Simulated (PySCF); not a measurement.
BF, charge +1, multiplicity 2. Atoms are numbered in the order given.

```xyz
2

B      0.0000     0.0000    -0.7794
F      0.0000     0.0000     0.4330
```
Charge +1, spin multiplicity 2.

The structure is a stationary point at PBE0-D3(BJ)/def2-TZVPD.

Method: CAM-B3LYP/def2-TZVPD run with PySCF.

Mulliken values depend strongly on the basis, most of all with diffuse functions as here. ESP charges are fitted to the potential on shells at 1.4 to 2.0 van der Waals radii. Atomic charges (e):

```
atom  Mulliken  ESP fit  meta-Löwdin  Mulliken spin
----  --------  -------  -----------  -------------
B1        0.82     0.96         1.02           1.01
F2        0.18     0.04        -0.02          -0.01
```
